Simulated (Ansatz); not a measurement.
Bond stretch in Al₂, triplet.

Methods: ROCCSD(T) = CCSD(T) on ROHF/cc-pVTZ, frozen core (Ansatz, a program for electronic structure); UKS-PBE = unrestricted PBE/cc-pVTZ run with Ansatz; UKS-CAM-B3LYP = unrestricted CAM-B3LYP/cc-pVTZ run with Ansatz; UCCSD(T) = CCSD(T) on UHF/cc-pVTZ, frozen core run with Ansatz; ROCCSDT(Q) = Ansatz with CCSDT(Q)/B on ROHF/cc-pVTZ, frozen core; UCCSDT(Q) = CCSDT(Q) on UHF/cc-pVTZ, frozen core run with Ansatz; FCI = full CI/cc-pVTZ, frozen core (Ansatz).

Cost and agreement with FCI over the 13 points of the scan, with FCI as yardstick. Costs are rough ratios of core time within Ansatz on shared cores, each with its mean field (Kohn-Sham runs search longer for lower solutions than correlated ones do); the miss is the largest difference from FCI of the curve after the mean shift, in kJ/mol.

Question: Which is the cheapest of these levels that stays within 7.9 kJ/mol of FCI?

Answer: ROCCSD(T).

```tsv
level	relative cost	largest difference
ROCCSD(T)	1	7.4
UKS-PBE	1	19.8
UKS-CAM-B3LYP	1	10.6
UCCSD(T)	2	8.4
ROCCSDT(Q)	9	1.6
UCCSDT(Q)	10	2.2
```

Costs within a factor of two of each other count as equal.

The scan ran from 1.75 to 8.29 Å; beyond the distances shown full CI changes its symmetry label. The T1 diagnostic of CCSD on the restricted reference of ROCCSD(T), ROCCSDT(Q) exceeds 0.045 at 3.51 to 3.87 Å.
